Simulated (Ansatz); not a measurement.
Species: C2H8S3Si, SMILES `CC[Si](S)(S)S` (charge 0, multiplicity 1).

Give a relaxed geometry from PBE0-D4/def2-SVP (Ansatz, a first-principles code).

One answer among several that fit: the end point of this relaxation, one of several conformers (outside a Z-matrix the atoms follow the SMILES, hydrogens last).
Z-matrix (Å, degrees):
```
Si
C 1 1.8745
H 2 1.1039 1 106.38
H 2 1.1049 3 105.98 1 114.15
C 2 1.5256 3 111.13 4 120.88
H 5 1.1009 2 111.31 3 -57.16
H 5 1.1009 6 107.87 2 -121.98
H 5 1.1010 6 107.55 7 -115.43
S 1 2.1433 2 106.12 3 177.41
H 9 1.3513 1 94.43 2 -176.13
S 1 2.1464 2 113.58 3 -65.58
H 11 1.3533 1 94.44 2 73.92
S 1 2.1490 2 111.35 3 52.79
H 13 1.3530 1 94.40 2 47.37
```
